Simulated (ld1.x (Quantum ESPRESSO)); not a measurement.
# LDA (PZ) ultrasoft dataset for chromium, scalar-relativistic all-electron reference.

| Item | Value |
| --- | --- |
| Element | Cr |
| Generator | ld1.x (Quantum ESPRESSO) 7.5 |
| Type | ultrasoft |
| Functional | LDA (PZ) |
| Relativity | scalar-relativistic |
| Frozen core | [Ne] |
| Valence charge | 14 |
| Reference configuration | 3s2 3p6 3d5 4s1 4p0 |
| Partial waves | 3s (bound): rcut 1.50, rcutus 1.75 bohr; 4s (bound): rcut 1.50, rcutus 1.75 bohr; 3p (bound): rcut 1.70, rcutus 1.85 bohr; 4p (bound, empty): rcut 1.70, rcutus 1.85 bohr; 3d (bound): rcut 1.60, rcutus 2.10 bohr; 3d channel at 2.15 Ry: rcut 1.60, rcutus 2.10 bohr |
| Local potential | all-electron potential smoothed inside 1.50 bohr (lloc = -1) |
| Core correction | Bessel-smoothed model core, default radius (core density twice the valence density) |
| Augmentation charge | PSQ, inside the norm-conserving radii |

- Configuration tests: 1 of 9 tests not solved or not reliable; not counted: 3s2 3p6 3d2 4s0 4p0 (solver errors, printed error -1290 eV)
- Lowest eigenvalue of the overlap operator: -0.14 (p channel); it is negative, so in a basis up to 400 Ry S is not positive definite and the file is unfit for use
- Density cutoff estimated by the generator: 158 Ry

The ghost test of this file was not conclusive. Its overlap operator is not positive definite in a basis up to 400 Ry (lowest eigenvalue s -0.04, p -0.14), so the file is unfit for use: the generalised eigenproblem breaks down once the basis is large enough, and its test numbers describe a broken file.
